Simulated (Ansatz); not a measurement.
Single points on the cluster Zn₃.

```yaml
crystal:
  periodic: [false, false, false]
  atoms:
    - {symbol: Zn, position_ang: [0.467174, 1.630003, 0.173502]}
    - {symbol: Zn, position_ang: [-1.439047, -0.390812, -0.825307]}
    - {symbol: Zn, position_ang: [0.971872, -1.239191, 0.651805]}
basis:
  gaussian: {orbitals: def2-TZVP, initial_orbitals: start.molden}
hamiltonian: {xc: {text: "exchange = 0.65*pbe_x + 0.35*exact_x\ncorrelation = pbe_c"}}
scf: {omitted_lower_state_checks: [starts]}
output: {orbitals: {seedname: orbitals}}
```

The file start.molden holds the orbitals of an earlier run on this structure, at another level or in another basis.

```sh
$ ansatz run in.yaml --threads 4 --pin off --events-out ev --progress --plain --max-ram 3916MiB
```

Shortened log:

```
Functional definition: unnamed
1227 factors; integrals over basis functions are off by at most 3.6e-4 eV
mean field evaluation 1: about -145239.6513 eV, gradient 5.4e0 eV
mean field evaluation 2: about -145239.6857 eV, gradient 6.6e-2 eV
mean field evaluation 4: about -145239.7702 eV, gradient 1.7e-3 eV
mean field evaluation 8: about -145239.7702 eV, gradient 2.2e-5 eV
mean field -145239.77023159 eV, -5337.4631089586 hartree, gradient 2.2e-5 eV, S^2 0.000000; 0 other end points of the search recorded, 0 dependent functions left out
reference -145239.77025303 eV, -5337.4631097467 hartree; 45, 45 occupied and 99, 99 virtual orbitals, 1227 factors
Total energy: -145239.77025303 eV, -5337.4631097467 hartree
Checks for a lower state left out: starts
```

Hardware: 4 threads of AMD EPYC 9B45 on a shared host. Wall time 1 s.

As the first input, with `hamiltonian: {xc: r2scan}`, `output: {forces: true, orbitals: {seedname: orbitals}}` (abridged; 1.1 s):

```
Functional definition: r2SCAN
mean field -145258.10318300 eV, -5338.1368324965 hartree, gradient 1.5e-5 eV, S^2 0.000000
Total energy: -145258.10319377 eV, -5338.1368328926 hartree
Atom 0 force    -0.047012    -0.164157    -0.017452 eV/Å
Atom 1 force     0.144870     0.039335     0.083085 eV/Å
Atom 2 force    -0.097857     0.124822    -0.065633 eV/Å
Dipole moment:     0.000004     0.000000     0.000002 e Å
Checks for a lower state left out: starts
```

First input, but with `hamiltonian: {xc: pbe0}` (abridged; 0.85 s):

```
Functional definition: PBE0
mean field -145239.22096877 eV, -5337.4429239226 hartree, gradient 1.3e-5 eV, S^2 0.000000
Total energy: -145239.22099387 eV, -5337.4429248449 hartree
Checks for a lower state left out: starts
```

As the first input, with `gaussian: {orbitals: STO-3G}`, `hamiltonian: {xc: hf}` (abridged; 0.8 s):

```
Functional definition: HF
mean field evaluation 16: about -143450.9441 eV, gradient 4.1e0 eV
mean field evaluation 32: about -143452.6610 eV, gradient 6.7e-6 eV
a density is far from that of the atoms, so the factors are made again for it
mean field -143452.66167181 eV, -5271.7880807326 hartree, gradient 3.4e-6 eV, S^2 0.000000
Total energy: -143452.66167181 eV, -5271.7880807326 hartree
Checks for a lower state left out: starts
```

As the first input, with `hamiltonian: {xc: pbe}`, `correlation: {method: rpa, frozen_orbitals: {Zn: 9}}` and without the key `output` (abridged; 1.1 s):

```
Functional definition: PBE
mean field -145238.12394637 eV, -5337.4026090930 hartree, gradient 7.8e-6 eV, S^2 0.000000
27 core orbitals not correlated: weight in the atoms' cores, before any rotation towards them, 1.000 or more for the frozen orbitals, at most 0.000 for the correlated occupied ones
Total energy: -145168.84948080 eV, -5334.8568194391 hartree
Checks for a lower state left out: starts
```

The first input with `hamiltonian: {xc: lda}` (abridged; 0.5 s):

```
Functional definition: SPW92
mean field -145023.70402107 eV, -5329.5228221771 hartree, gradient 9.1e-6 eV, S^2 0.000000
Total energy: -145023.70405402 eV, -5329.5228233880 hartree
Checks for a lower state left out: starts
```

The first input with `hamiltonian: {xc: {text: "exchange = 0.50*pbe_x + 0.50*exact_x\ncorrelation = pbe_c"}}` (abridged; 1 s):

```
Functional definition: unnamed
mean field -145240.70639064 eV, -5337.4975121693 hartree, gradient 8.1e-5 eV, S^2 0.000000
Total energy: -145240.70640679 eV, -5337.4975127630 hartree
Checks for a lower state left out: starts
```

Geometry: PBE0/def2-TZVP.

Correlated methods freeze 27 core orbitals. The structure comes from a short search, and lower isomers may exist.
